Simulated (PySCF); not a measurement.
HCl$_{2}$OZr, doublet, at a GFN2-xTB geometry (such geometries of metal compounds can be far from the true shape) (the multiplicity is a formal guess) (core potentials on Zr); BLYP/def2-SV(P) (PySCF).

Input for PySCF:
```python
from pyscf import gto, scf, dft

mol = gto.Mole()
mol.atom = '''
    Zr    0.27320782   -0.10491578    0.18567187
    Cl   -1.68830547   -1.18329808   -0.07459920
    Cl    0.09185811    1.79635712   -1.01034545
    O     1.71735808   -0.65949052    1.16711550
    H     2.47242749   -0.94944817    1.68026021
'''
mol.basis = 'def2-sv(p)'
mol.ecp = {'Zr': 'def2-sv(p)'}
mol.spin = 1
mol.verbose = 4
mol.build()

mf = dft.UKS(mol)
mf.xc = 'blyp'
mf.kernel()
```

Q: Predict the main parts of the log of this PySCF run.

A: 
```
PySCF version 2.14.0

[INPUT] verbose = 4
[INPUT] num. atoms = 5
[INPUT] num. electrons = 55
[INPUT] charge = 0
[INPUT] spin (= nelec alpha-beta = 2S) = 1
[INPUT] symmetry False subgroup None
[INPUT] Mole.unit = angstrom
[INPUT] Symbol           X                Y                Z      unit          X                Y                Z       unit  Magmom
[INPUT]  1 Zr     0.273207820000  -0.104915780000   0.185671870000 AA    0.516287954889  -0.198262090345   0.350868983336 Bohr   0.0
[INPUT]  2 Cl    -1.688305470000  -1.183298080000  -0.074599200000 AA   -3.190434952905  -2.236109294924  -0.140972057112 Bohr   0.0
[INPUT]  3 Cl     0.091858110000   1.796357120000  -1.010345450000 AA    0.173586670220   3.394622978712  -1.909276191700 Bohr   0.0
[INPUT]  4 O      1.717358080000  -0.659490520000   1.167115500000 AA    3.245336429009  -1.246256464547   2.205528650735 Bohr   0.0
[INPUT]  5 H      2.472427490000  -0.949448170000   1.680260210000 AA    4.672210818946  -1.794197010769   3.175231614904 Bohr   0.0

nuclear repulsion = 216.053911994379
number of shells = 34
number of NR pGTOs = 150
number of NR cGTOs = 76
basis = def2-sv(p)
ecp = {'Zr': 'def2-sv(p)'}

******** <class 'pyscf.dft.uks.UKS'> ********
method = UKS
initial guess = minao
damping factor = 0
level_shift factor = 0
DIIS = <class 'pyscf.scf.diis.CDIIS'>
diis_start_cycle = 1
diis_space = 8
diis_damp = 0
SCF conv_tol = 1e-09
SCF conv_tol_grad = None
SCF max_cycles = 50
direct_scf = True
direct_scf_tol = 1e-13
number electrons alpha = 28  beta = 27
XC library pyscf.dft.libxc version 7.1.2
    S. Lehtola, C. Steigemann, M. J. T. Oliveira, and M. A. L. Marques,  SoftwareX 7, 1–5 (2018)
XC functionals = blyp
    A. D. Becke,  Phys. Rev. A 38, 3098 (1988)
    C. Lee, W. Yang, and R. G. Parr,  Phys. Rev. B 37, 785 (1988)
    B. Miehlich, A. Savin, H. Stoll, and H. Preuss,  Chem. Phys. Lett. 157, 200 (1989)
radial grids:
    Treutler-Ahlrichs [JCP 102, 346 (1995); DOI:10.1063/1.469408] (M4) radial grids

becke partition: Becke, JCP 88, 2547 (1988); DOI:10.1063/1.454033
pruning grids: <function nwchem_prune>
grids dens level: 3
symmetrized grids: False
atomic radii adjust function: <function treutler_atomic_radii_adjust>
small_rho_cutoff = 0
Set gradient conv threshold to 3.16228e-05
tot grids = 84040
init E= -1037.24786832318

cycle= 1 E= -1041.58354992368  delta_E= -4.34  |g|= 1.67  |ddm|= 3.27
cycle= 2 E= -1033.03014006219  delta_E= 8.55  |g|= 3.16  |ddm|=  7.6

cycle= 3 E= -1041.70010403349  delta_E= -8.67  |g|= 1.49  |ddm|= 7.03
cycle= 4 E= -1042.96106294028  delta_E= -1.26  |g|= 0.394  |ddm|= 2.52
cycle= 5 E= -1043.03470911178  delta_E= -0.0736  |g|= 0.0713  |ddm|= 0.391
cycle= 6 E= -1043.03751788221  delta_E= -0.00281  |g|= 0.0386  |ddm|= 0.167
cycle= 7 E= -1043.03838437295  delta_E= -0.000866  |g|= 0.01  |ddm|= 0.0612
cycle= 8 E= -1043.03843404217  delta_E= -4.97e-05  |g|= 0.00128  |ddm|= 0.0116
cycle= 9 E= -1043.03843495039  delta_E= -9.08e-07  |g|= 0.00038  |ddm|= 0.00181
cycle= 10 E= -1043.03843502855  delta_E= -7.82e-08  |g|= 0.00011  |ddm|= 0.000508
cycle= 11 E= -1043.0384350331  delta_E= -4.55e-09  |g|= 7.85e-05  |ddm|= 0.000245
cycle= 12 E= -1043.03843503689  delta_E= -3.79e-09  |g|= 1.59e-05  |ddm|= 0.000119
cycle= 13 E= -1043.03843503703  delta_E= -1.41e-10  |g|= 5.6e-06  |ddm|= 2.29e-05
Extra cycle  E= -1043.03843503699  delta_E= 3.91e-11  |g|= 9.79e-06  |ddm|= 1.89e-05
converged SCF energy = -1043.03843503699  <S^2> = 0.75126272  2S+1 = 2.0012623
```
